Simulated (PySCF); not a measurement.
The dipole of `C[C@@H](C=O)O[SiH2]P([SiH3])[SiH3]` from its density and from atomic charges.

Coordinates (GFN2-xTB, Å) and charges (e) from the PBE0/pcSseg-1 density (PySCF):

| atom | x | y | z | Mulliken | IAO | Hirshfeld | ESP-fitted |
| --- | --- | --- | --- | --- | --- | --- | --- |
| C1 | 2.490 | 1.316 | -0.853 | -0.2569 | -0.4294 | -0.1147 | -0.4869 |
| C2 | 2.206 | -0.193 | -0.828 | +0.0163 | +0.0512 | +0.0486 | +0.3963 |
| C3 | 2.913 | -0.794 | 0.352 | +0.2675 | +0.2531 | +0.1490 | +0.3359 |
| O4 | 2.348 | -1.315 | 1.269 | -0.3594 | -0.3531 | -0.1567 | -0.4009 |
| O5 | 0.846 | -0.433 | -0.798 | -0.6206 | -0.6296 | -0.2077 | -0.3902 |
| Si6 | -0.069 | -0.995 | 0.420 | +0.7172 | +0.8357 | +0.3014 | +0.4579 |
| P7 | -2.028 | -0.779 | -0.609 | -0.5791 | -0.3627 | -0.1380 | -0.4618 |
| Si8 | -2.188 | 1.421 | -0.857 | +0.3472 | +0.4173 | +0.2446 | +0.3619 |
| Si9 | -3.320 | -1.180 | 1.140 | +0.3041 | +0.4054 | +0.2426 | +0.3336 |
| H10 | 3.555 | 1.507 | -0.952 | +0.1201 | +0.1468 | +0.0494 | +0.1103 |
| H11 | 1.963 | 1.760 | -1.693 | +0.1520 | +0.1667 | +0.0549 | +0.1572 |
| H12 | 2.122 | 1.768 | 0.065 | +0.1275 | +0.1525 | +0.0469 | +0.1476 |
| H13 | 2.615 | -0.653 | -1.742 | +0.1452 | +0.1579 | +0.0558 | +0.0027 |
| H14 | 4.012 | -0.697 | 0.322 | +0.1004 | +0.1170 | +0.0567 | +0.0292 |
| H15 | 0.003 | -0.169 | 1.628 | -0.0790 | -0.1528 | -0.0907 | -0.0708 |
| H16 | 0.079 | -2.418 | 0.707 | -0.0670 | -0.1349 | -0.0869 | -0.0547 |
| H17 | -1.333 | 1.812 | -1.980 | -0.0547 | -0.1006 | -0.0743 | -0.0751 |
| H18 | -3.587 | 1.729 | -1.157 | -0.0558 | -0.1009 | -0.0740 | -0.0644 |
| H19 | -1.778 | 2.193 | 0.325 | -0.0679 | -0.1214 | -0.0805 | -0.1035 |
| H20 | -2.964 | -0.414 | 2.339 | -0.0579 | -0.1208 | -0.0797 | -0.0979 |
| H21 | -4.689 | -0.842 | 0.754 | -0.0524 | -0.0985 | -0.0741 | -0.0610 |
| H22 | -3.206 | -2.604 | 1.444 | -0.0468 | -0.0990 | -0.0723 | -0.0652 |

Question: What dipole does each set of charges give (1 e·Å = 4.803 D), and what does the density give?

Answer: The full density gives (3.96, 1.68, -0.67) D, 4.35 D in size; dipole vectors point from the negative to the positive end.

| scheme | μx | μy | μz | size (D) | share of the full size (%) | angle to the full dipole (°) |
| --- | --- | --- | --- | --- | --- | --- |
| Mulliken | 4.31 | 2.83 | 0.91 | 5.23 | 120 | 22 |
| IAO | 3.52 | 1.18 | -0.35 | 3.73 | 86 | 6 |
| Hirshfeld | 3.38 | 0.65 | -1.01 | 3.58 | 82 | 14 |
| ESP-fitted | 3.88 | 1.68 | -0.67 | 4.28 | 98 | 0 |

Question: Which set comes closest?

Answer: Length of the difference vector: ESP-fitted 0.08 D, IAO 0.74 D, Hirshfeld 1.24 D, Mulliken 1.99 D. Closest: ESP-fitted. 

Question: What is left for the Hirshfeld atoms' own dipoles?

Answer: The shares of the density sum to the whole, so what Σ q r misses lies in dipoles about the nuclei. The atomic dipoles sum to (3.96, 1.68, -0.67) − (3.38, 0.65, -1.01) = (0.58, 1.03, 0.34) D, 1.24 D in size.

Question: With the origin at the mean of the coordinates, (0.000, 0.001, -0.032) Å, which are the largest single terms, by size, of the Hirshfeld dipole along the direction of the full one?

Answer: Si9 -4.26, H21 +1.68, C3 +1.63, C1 -1.60, Si8 -1.54 D; all 22 atoms together +3.48 D. The single terms depend on the origin, their sum doesn't.

Question: Give the size of the full dipole in other units.

Answer: 4.35 D = 1.713 au = 0.907 e·Å = 14.53 × 10⁻³⁰ C·m.

Isolated species at its GFN2-xTB geometry (one conformer only).

The run behind these numbers computed NMR shieldings as well. Time: 2.3 min of wall time (grids of density and orbitals included); peak memory 1.2 GiB. Hardware: one thread, Arm Neoverse N1 (aarch64), no GPU, shared host with 64 logical CPUs at a one-minute load of 61.

The values belong to the conformer `[CH3:1][C@@H:2]([CH:3]=[O:4])[O:5][SiH2:6][P:7]([SiH3:8])[SiH3:9]`: C1–C2–C3–O4 116°, C1–C2–O5–Si6 -109°, C2–O5–Si6–P7 175°, O5–Si6–P7–Si8 -65°.
